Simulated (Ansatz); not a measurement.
Total energies of the cluster Pt3H4 from Ansatz at PBE0-D4/def2-TZVP, gas phase (1 Eh = 27.2114 eV = 2625.5 kJ/mol). The reference geometry is relaxed at PBE0-D4/def2-TZVP.

| atom | x (Å) | y (Å) | z (Å) |
| --- | --- | --- | --- |
| Pt1 | 0.711 | -0.205 | 0.929 |
| Pt2 | -0.851 | 1.153 | -0.715 |
| Pt3 | -1.476 | -1.186 | -0.283 |
| H4 | 0.000 | -1.662 | -0.326 |
| H5 | 2.034 | -0.217 | 0.192 |
| H6 | -2.114 | 1.469 | -1.555 |
| H7 | 1.696 | 0.649 | 1.758 |

```tsv
state	geometry	energy (Eh)
charge 0 singlet	reference	-360.42772
charge 1 doublet	reference	-360.11486
charge 0 triplet	relaxed at PBE0-D4/def2-TZVP	-360.41524
charge 0 quintet	relaxed at PBE0-D4/def2-TZVP	-360.37447
free Pt atom (triplet)	–	-119.25494
free H atom (doublet)	–	-0.50104
```

In the def2 sets Pt takes a core potential; there is no spin–orbit coupling.

Q: Work out the vertical ionisation energy to the doublet.

A: E(charge 1 doublet) − E(charge 0 singlet) = -360.11486 − (-360.42772) = 0.31286 Eh = 8.51 eV. For comparison, −ε of the highest occupied level is 6.63 eV at this level, 1.88 eV less.

Q: Which of the charge 0 states is lowest, and how far above it are the others?

A: The singlet. triplet: -360.41524 − (-360.42772) = 0.01248 Eh = 32.8 kJ/mol; quintet: -360.37447 − (-360.42772) = 0.05325 Eh = 139.8 kJ/mol. The quintet differs in its bonds from the reference.

Q: What is the binding energy per atom against free atoms?

A: Atoms: 3 × (-119.25494) + 4 × (-0.50104) = -359.76898 Eh. Binding: -359.76898 − (-360.42772) = 0.65874 Eh = 17.93 eV, or 2.56 eV for each of 7 atoms (no zero-point energy, no counterpoise term).

The structure comes from a short search, and lower isomers may exist.
